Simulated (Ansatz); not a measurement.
C₄H₇F₃, SMILES `CC(CF)C(F)F`, relaxed with RKS PBE-D4/def2-SVP in the Gaussian-basis code of Ansatz from a rough embedded geometry. The force threshold is 0.03 eV/Å; the program also tests the step.

Total charge 0; spin multiplicity 1.

Start:

```xyz
14

C    -0.331    0.869    1.191
C    -0.131   -0.352    0.211
C     1.331   -0.545   -0.091
F     1.872    0.648   -0.726
C    -0.880   -0.138   -1.072
F    -0.734   -1.227   -1.902
F    -2.201   -0.032   -0.831
H     0.009    1.768    0.721
H     0.175    0.671    2.069
H    -1.431    0.918    1.411
H    -0.512   -1.264    0.671
H     1.941   -0.664    0.784
H     1.504   -1.406   -0.788
H    -0.613    0.753   -1.647
```

(1) How much energy does the relaxation release, and in how many steps? (An estimate is asked.)

(2) Which bonds change most? (An estimate is asked.)

(3) Give the relaxed structure. (Estimate.)

Answers

(1) Computed: 31.85 kJ/mol, in 3 steps.

(2) Ansatz gave: C1–H9 from 1.033 to 1.108 Å; C3–F4 from 1.456 to 1.393 Å; C1–C2 from 1.578 to 1.531 Å; C3–H12 from 1.073 to 1.112 Å.

(3) Computed: 
```xyz
14

C    -0.354    0.841    1.167
C    -0.115   -0.324    0.204
C     1.365   -0.515   -0.115
F     1.875    0.638   -0.708
C    -0.914   -0.154   -1.085
F    -0.747   -1.253   -1.890
F    -2.250   -0.047   -0.804
H     0.047    1.783    0.742
H     0.159    0.661    2.133
H    -1.434    0.975    1.366
H    -0.477   -1.274    0.656
H     1.937   -0.714    0.817
H     1.508   -1.362   -0.820
H    -0.602    0.746   -1.664
```
